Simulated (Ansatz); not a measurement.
SiHI3. Total charge 0; singlet. Geometry r2SCAN-D4/def2-SVP.

Cartesian coordinates in Å:
```
Si 0.0650 -0.0746 -0.1249
H 0.6723 -0.7698 -1.2862
I -0.7877 2.0866 -0.8924
I 1.8023 0.2292 1.5709
I -1.7519 -1.4713 0.7326
```

In the def2 sets I takes a core potential; there is no spin–orbit coupling.

(1) Estimate the orbital energies around the gap (eV) in Ansatz with HF/def2-TZVP, PBE-D4/def2-SVP, BLYP-D4/def2-TZVP, B97M-V/def2-TZVP, r2SCANh-D4/def2-TZVP.

Results:

(1) 
| orbital | HF/def2-TZVP | PBE-D4/def2-SVP | BLYP-D4/def2-TZVP | B97M-V/def2-TZVP | r2SCANh-D4/def2-TZVP |
| --- | --- | --- | --- | --- | --- |
| HOMO−5 | -10.98 | -7.19 | -7.04 | -7.54 | -8.00 |
| HOMO−4 | -10.98 | -7.19 | -7.04 | -7.54 | -8.00 |
| HOMO−3 | -10.71 | -6.93 | -6.81 | -7.28 | -7.73 |
| HOMO−2 | -10.42 | -6.77 | -6.64 | -7.12 | -7.56 |
| HOMO−1 | -10.42 | -6.77 | -6.64 | -7.12 | -7.56 |
| HOMO | -10.11 | -6.48 | -6.35 | -6.83 | -7.26 |
| LUMO | 0.99 | -2.88 | -2.83 | -2.67 | -2.49 |
| LUMO+1 | 2.45 | -1.51 | -1.39 | -1.26 | -1.05 |
| LUMO+2 | 2.45 | -1.51 | -1.39 | -1.26 | -1.05 |
| LUMO+3 | 3.67 | -0.01 | -0.16 | -0.16 | 0.23 |
| LUMO+4 | 5.66 | 3.83 | 2.04 | 2.12 | 2.49 |
| LUMO+5 | 5.66 | 4.88 | 2.04 | 2.12 | 2.49 |
